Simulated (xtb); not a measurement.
Si(Cl)(Me)2(SH) (C2H7ClSSi), SMILES C[Si](C)(S)Cl. All values are semi-empirical tight-binding results from xtb (GFN2-xTB unless named), good for trends rather than for accurate numbers. Geometry optimised at GFN2-xTB. Other conformers were not sampled.

```json
{
  "point_group_as_xtb_finds_it": "Cs",
  "orbital_gap": "5.07 eV",
  "zero_point_energy": "52.7 kcal/mol",
  "G − E(el) at 298.15 K (modified RRHO)": "30.9 kcal/mol",
  "static polarisability (D4 model)": "87.2 bohr³",
  "solvation energy, GFN2-xTB/ALPB(water)": "-3.0 kcal/mol",
  "solvation energy, GFN2-xTB/ALPB(dmf)": "-7.9 kcal/mol"
}
```
